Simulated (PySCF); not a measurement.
Compound: C7H8N (doublet state).
Cartesian coordinates in Å at the GFN2-xTB level; atoms count from 1:
```
atom  x, y, z in Å
N1    -3.195   -0.540   -1.482
C2    -2.242   -0.305   -0.861
C3    -1.125   -0.033   -0.124
C4    -0.580    1.348   -0.025
C5     0.922    1.353    0.022
C6     1.658    0.255    0.035
C7     1.078   -1.125    0.034
C8    -0.365   -1.109    0.565
H9    -0.934    1.964   -0.858
H10   -0.953    1.827    0.893
H11    1.379    2.332    0.031
H12    2.737    0.321    0.034
H13    1.091   -1.520   -0.988
H14    1.688   -1.790    0.648
H15   -0.327   -0.889    1.638
H16   -0.840   -2.081    0.425
```

The hyperfine couplings belong to this conformer and change with its torsions.

As a line formula: `N#C[C]1CCC=CC1` [radical].

Theory: UKS B3LYP, pcH-1 on C H N, non-relativistic, mean-field spin-orbit, GIAO (PySCF). The structure is a single GFN2-xTB conformer in the gas phase; no vibrational or solvent corrections. The geometry wasn't refined by DFT: couplings that depend on bond lengths, twists or pyramidal angles can differ widely from those at the functional's own minimum. Stability of the SCF solution: not tested.

Computed for the main isotopes (class means, splittings of 0.05 mT or more): g = 2.0030; H9/H10 1H +61.2 MHz (2.18 mT); H15/H16 1H +40.9 MHz (1.46 mT); N1 14N +9.3 MHz (0.33 mT); H12 1H +4.8 MHz (0.17 mT); H13/H14 1H +3.1 MHz (0.11 mT); 162 first-order lines, 8.34 mT wide.

(1) What changes when 1H at H12 is replaced by 2H?

(2) What changes when 14N at N1 is replaced by 15N?

(3) Where do the 13C satellites of C3 appear, and how strong are they?

(4) Give position and intensity of the satellites from 13C at C2.

## Answers

(1) The spin density stays the same (vibrational effects aside), so a scales with the nuclear g factor: 0.85744/5.58569 = 0.1535, so a goes from +4.8 to +0.7 MHz (0.026 mT). The spin goes from 1/2 to 1, so the 1:1 doublet becomes a 1:1:1 triplet. The spectrum then has 243 first-order lines over 8.22 mT, counting the new splitting although it is under 0.05 mT.

(2) Only the nuclear moment changes in this model. The ratio of g factors is -0.56638/0.40376 = -1.4028, so a goes from +9.3 to -13.1 MHz (0.466 mT). The spin goes from 1 to 1/2, so the 1:1:1 triplet becomes a 1:1 doublet. The spectrum then has 108 first-order lines over 8.14 mT.

(3) a = +71.3 MHz, or 2.54 mT in magnitude, and I = 1/2, so to first order each main line has two satellites, at ±1.27 mT. The isotope's abundance is about 1.07 %, shared among 2 lines, so each has 0.54 % of the main line's intensity.

(4) a = -59.3 MHz, or 2.11 mT in magnitude, and I = 1/2, so to first order each main line has two satellites, at ±1.06 mT. The isotope's abundance is about 1.07 %, shared among 2 lines, so each has 0.54 % of the main line's intensity.

Class means assume fast exchange of nuclei equivalent by connectivity; if that motion is slow, each nucleus keeps its own coupling. The 1H value of +61.2 MHz is a mean of couplings from 17.4 to 105.1 MHz in this one geometry, not an average over conformers. The 1H value of +40.9 MHz is a mean of couplings from 2.1 to 79.7 MHz in this one geometry, not an average over conformers.
